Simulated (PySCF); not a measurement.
## Spinor energies of Os(57+) (osmium, charge +57)

Start: [Ar] 3d1; 3d3/2 filled at m_j = +3/2. Calculated with PySCF 2.14 in an even-tempered Gaussian basis (15 s from 17 bohr⁻², ratio 2.8; 12 p from 22 bohr⁻², ratio 2.8; 8 d from 22 bohr⁻², ratio 2.8; 3 f from 67 bohr⁻², ratio 3): generalised Hartree-Fock with the X2C-1e Hamiltonian and a Gaussian nucleus; one run each with spin-orbit coupling (SO) switched off, then screened by Boettger's factors.

```json
{"spinor shell": "1s1/2", "electrons": "2", "ε, spin-free (eV)": "-78432.4", "ε, screened SO (eV)": "-78407.0", "weight of nominal j (screened SO)": "1.000", "rms radius, screened SO (bohr)": "0.0200"}
{"spinor shell": "2s1/2", "electrons": "2", "ε, spin-free (eV)": "-17111.9", "ε, screened SO (eV)": "-17103.3", "weight of nominal j (screened SO)": "1.000", "rms radius, screened SO (bohr)": "0.0802"}
{"spinor shell": "2p1/2", "electrons": "2", "ε, spin-free (eV)": "-15443.6", "ε, screened SO (eV)": "-16560.3", "weight of nominal j (screened SO)": "1.000", "rms radius, screened SO (bohr)": "0.0680"}
{"spinor shell": "2p3/2", "electrons": "4", "ε, spin-free (eV)": "-15443.6", "ε, screened SO (eV)": "-14994.0", "weight of nominal j (screened SO)": "1.000", "rms radius, screened SO (bohr)": "0.0753"}
{"spinor shell": "3s1/2", "electrons": "2", "ε, spin-free (eV)": "-6603.8", "ε, screened SO (eV)": "-6601.1", "weight of nominal j (screened SO)": "1.000", "rms radius, screened SO (bohr)": "0.197"}
{"spinor shell": "3p1/2", "electrons": "2", "ε, spin-free (eV)": "-6097.0", "ε, screened SO (eV)": "-6385.5", "weight of nominal j (screened SO)": "1.000", "rms radius, screened SO (bohr)": "0.187"}
{"spinor shell": "3d3/2", "electrons": "1", "ε, spin-free (eV)": "-5670.2", "ε, screened SO (eV)": "-5722.7", "weight of nominal j (screened SO)": "1.000", "rms radius, screened SO (bohr)": "0.170"}
```

Task: Where does 3p3/2 lie, and what is the 3p spin-orbit splitting (screened SO)?

Result: At -5978.6 eV, 406.93 eV above 3p1/2.

```tsv
quantity	spin-free	screened SO
E (hartree)	-13933.56940	-13957.54536
M_J	3/2	3/2
⟨J²⟩	3.956	3.750
⟨L²⟩	6.000	6.064
⟨S²⟩	0.750	0.814
```

Each row is a mean over spinors that exchange with the open shell spreads, by up to 26.506 eV (3p1/2).

Breit and QED terms are absent; they matter most for the inner s and p1/2 levels.

Densities and radii are taken from the X2C orbitals without a picture-change correction, which distorts them close to the nucleus.

Without spin-orbit coupling the j labels of p, d and f shells carry no meaning; the spin-free column gives the mean over the occupied spinors of each nl shell, and its ⟨J²⟩ belongs to a mixture of degenerate components.
